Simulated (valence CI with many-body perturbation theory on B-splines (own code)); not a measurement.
E1 line list for Os LXIV

Calculated by relativistic CI+MBPT: three valence electrons over a frozen Dirac-Fock core [Ne], a basis of 11 s, 11 p, 9 d, 7 f, 5 g, 2 h, 1 i functions for each j, with the one-electron correlation potential Σ1, the two-electron term Σ2, the three-electron term Σ3, Breit, model QED; selected CI, second order for the rest (own B-spline code, finite nucleus).

The last digits are not significant, and no measured levels were compared; by estimate large intervals hold to a few tenths of a per cent, small ones and those within an open d or f shell to about a per cent.

Lines 151 to 200 of 282 in falling wavelength, among levels below 12877 × 10³ cm⁻¹, chosen from the strongest by gf and those to the six lowest levels. Wavelengths and rates use the calculated energies. Electric multipoles are in the length gauge, E1 and E2 with the static RPA response of the core. Weak lines are less certain than strong ones. Lines between different terms over intervals too small for the method are left out, as are lines whose strength nearly cancels. The highest levels of a list are the least certain.

Levels are named by their leading jj configuration (3d3/2^4 stands for four electrons in 3d with j = 3/2), which in mixed levels can hold well under half, so a name can repeat and another be missing. Letters in brackets count levels of one name in rising energy.

| λ vac (Å) | Upper | Lower | A (s⁻¹) | S (a.u.) |
| --- | --- | --- | --- | --- |
| 20.44 | (3p1/2 3p3/2 3d3/2) J=5/2 [a] | (3p1/2^2 3p3/2) J=3/2 | 5.10e+11 | 1.29e-02 |
| 20.44 | (3s 3p3/2 3d3/2) J=1/2 [b] | (3s^2 3d3/2) J=3/2 | 4.07e+12 | 3.43e-02 |
| 20.41 | (3s 3p1/2 3p3/2) J=1/2 | (3s^2 3p1/2) J=1/2 | 3.46e+12 | 2.91e-02 |
| 20.41 | (3s 3p3/2^2) J=1/2 | (3s^2 3p3/2) J=3/2 | 2.50e+12 | 2.10e-02 |
| 20.37 | (3p1/2 3p3/2 3d5/2) J=3/2 [b] | (3s 3p1/2 3d5/2) J=5/2 [b] | 1.47e+12 | 2.46e-02 |
| 20.33 | (3s 3p3/2 3d3/2) J=3/2 [a] | (3s 3p1/2 3p3/2) J=3/2 [b] | 5.54e+10 | 9.20e-04 |
| 20.27 | (3s 3p3/2 3d3/2) J=1/2 [a] | (3s 3p1/2 3p3/2) J=3/2 [b] | 4.20e+11 | 3.45e-03 |
| 20.24 | (3s 3p3/2 3d5/2) J=3/2 [b] | (3s^2 3d5/2) J=5/2 | 3.19e+12 | 5.22e-02 |
| 20.18 | (3s 3p3/2 3d3/2) J=5/2 [a] | (3s 3p1/2 3p3/2) J=3/2 [b] | 4.02e+11 | 9.78e-03 |
| 20.17 | (3s 3p3/2^2) J=3/2 | (3s^2 3p3/2) J=3/2 | 5.09e+12 | 8.25e-02 |
| 20.17 | (3s 3p3/2 3d5/2) J=5/2 [b] | (3s^2 3d5/2) J=5/2 | 2.82e+12 | 6.86e-02 |
| 20.17 | (3p1/2 3p3/2 3d3/2) J=3/2 [a] | (3p1/2^2 3p3/2) J=3/2 | 1.03e+12 | 1.66e-02 |
| 20.08 | (3p1/2 3p3/2 3d5/2) J=7/2 [b] | (3s 3p1/2 3d5/2) J=5/2 [a] | 2.73e+11 | 8.74e-03 |
| 20.08 | (3p1/2 3p3/2^2) J=5/2 | (3s 3p1/2 3p3/2) J=3/2 [a] | 1.23e+11 | 2.95e-03 |
| 20.07 | (3p1/2 3p3/2 3d3/2) J=1/2 [a] | (3p1/2^2 3p3/2) J=3/2 | 1.02e+12 | 8.16e-03 |
| 20.04 | (3s 3d3/2 3d5/2) J=5/2 [a] | (3s 3p1/2 3d5/2) J=3/2 | 1.59e+11 | 3.79e-03 |
| 20.01 | (3p1/2 3p3/2 3d5/2) J=5/2 [b] | (3s 3p1/2 3d5/2) J=5/2 [a] | 1.02e+12 | 2.43e-02 |
| 19.94 | (3s 3d3/2 3d5/2) J=7/2 [a] | (3s 3p1/2 3d5/2) J=5/2 [b] | 2.58e+11 | 8.06e-03 |
| 19.93 | (3p1/2 3p3/2 3d3/2) J=5/2 [b] | (3s 3p1/2 3d3/2) J=5/2 | 4.99e+11 | 1.17e-02 |
| 19.93 | (3s 3d3/2^2) J=3/2 | (3s 3p1/2 3d3/2) J=1/2 | 2.43e+12 | 3.79e-02 |
| 19.91 | (3p1/2 3p3/2^2) J=3/2 | (3s 3p1/2 3p3/2) J=3/2 [a] | 1.64e+12 | 2.55e-02 |
| 19.71 | (3s 3d3/2^2) J=5/2 | (3s 3p1/2 3d3/2) J=3/2 [b] | 3.57e+12 | 8.08e-02 |
| 19.64 | (3s 3p3/2 3d3/2) J=3/2 [a] | (3s 3p1/2 3p3/2) J=5/2 | 2.88e+11 | 4.31e-03 |
| 19.60 | (3s 3d3/2 3d5/2) J=7/2 [a] | (3s 3p1/2 3d5/2) J=7/2 | 1.93e+12 | 5.74e-02 |
| 19.59 | (3p1/2 3p3/2 3d3/2) J=3/2 [b] | (3s 3p1/2 3d3/2) J=3/2 [a] | 5.81e+11 | 8.61e-03 |
| 19.55 | (3s 3d3/2 3d5/2) J=5/2 [a] | (3s 3p1/2 3d5/2) J=7/2 | 4.32e+11 | 9.57e-03 |
| 19.55 | (3p1/2 3p3/2 3d3/2) J=5/2 [b] | (3s 3p1/2 3d3/2) J=3/2 [a] | 1.07e+12 | 2.36e-02 |
| 19.55 | (3p1/2 3p3/2 3d5/2) J=3/2 [b] | (3s 3p1/2 3d5/2) J=5/2 [a] | 4.57e+11 | 6.73e-03 |
| 19.50 | (3s 3p3/2 3d3/2) J=3/2 [b] | (3s 3p1/2 3p3/2) J=1/2 | 1.56e+12 | 2.28e-02 |
| 19.49 | (3s 3p3/2 3d3/2) J=5/2 [a] | (3s 3p1/2 3p3/2) J=5/2 | 2.49e+12 | 5.47e-02 |
| 19.44 | (3p1/2 3p3/2 3d3/2) J=1/2 [b] | (3s 3p1/2 3d3/2) J=3/2 [a] | 9.55e+11 | 6.92e-03 |
| 19.42 | (3s 3p3/2 3d3/2) J=7/2 | (3s 3p1/2 3p3/2) J=5/2 | 2.00e+12 | 5.79e-02 |
| 19.36 | (3p1/2 3p3/2^2) J=1/2 | (3s 3p1/2 3p3/2) J=3/2 [a] | 4.27e+11 | 3.06e-03 |
| 19.32 | (3s 3d3/2 3d5/2) J=5/2 [b] | (3s 3p1/2 3d5/2) J=3/2 | 1.22e+12 | 2.60e-02 |
| 19.20 | (3s 3p1/2 3d3/2) J=1/2 | (3s 3p1/2^2) J=1/2 | 2.85e+12 | 1.99e-02 |
| 19.18 | (3s 3p3/2 3d3/2) J=3/2 [b] | (3s 3p1/2 3p3/2) J=3/2 [b] | 2.39e+12 | 3.33e-02 |
| 19.18 | (3p1/2 3p3/2 3d3/2) J=3/2 [b] | (3p1/2^2 3p3/2) J=3/2 | 2.97e+12 | 4.13e-02 |
| 19.18 | (3s 3d3/2 3d5/2) J=5/2 [b] | (3s 3p1/2 3d5/2) J=5/2 [b] | 1.89e+12 | 3.95e-02 |
| 19.17 | (3s 3d3/2 3d5/2) J=7/2 [b] | (3s 3p1/2 3d5/2) J=5/2 [b] | 1.98e+12 | 5.50e-02 |
| 19.16 | (3s 3d3/2 3d5/2) J=3/2 [b] | (3s 3p1/2 3d5/2) J=3/2 | 2.23e+12 | 3.10e-02 |
| 19.15 | (3s 3d3/2 3d5/2) J=7/2 [a] | (3s 3p1/2 3d5/2) J=5/2 [a] | 7.53e+11 | 2.09e-02 |
| 19.14 | (3p1/2 3p3/2 3d3/2) J=5/2 [b] | (3p1/2^2 3p3/2) J=3/2 | 3.95e+11 | 8.21e-03 |
| 19.10 | (3s 3d3/2 3d5/2) J=5/2 [a] | (3s 3p1/2 3d5/2) J=5/2 [a] | 1.62e+12 | 3.35e-02 |
| 19.10 | (3s 3d3/2^2) J=1/2 | (3s 3p1/2 3d3/2) J=3/2 [b] | 3.47e+12 | 2.39e-02 |
| 19.10 | (3s 3d3/2 3d5/2) J=9/2 | (3s 3p1/2 3d5/2) J=7/2 | 2.73e+12 | 9.40e-02 |
| 19.07 | (3s 3p3/2 3d3/2) J=3/2 [a] | (3s 3p1/2 3p3/2) J=3/2 [a] | 2.42e+12 | 3.31e-02 |
| 19.04 | (3p1/2 3p3/2 3d3/2) J=1/2 [b] | (3p1/2^2 3p3/2) J=3/2 | 1.29e+12 | 8.82e-03 |
| 19.02 | (3s 3p3/2 3d3/2) J=1/2 [a] | (3s 3p1/2 3p3/2) J=3/2 [a] | 1.69e+12 | 1.14e-02 |
| 19.01 | (3s 3d3/2 3d5/2) J=3/2 [b] | (3s 3p1/2 3d5/2) J=5/2 [b] | 9.38e+11 | 1.27e-02 |
| 18.98 | (3s 3p1/2 3d3/2) J=3/2 [b] | (3s 3p1/2^2) J=1/2 | 4.23e+12 | 5.71e-02 |
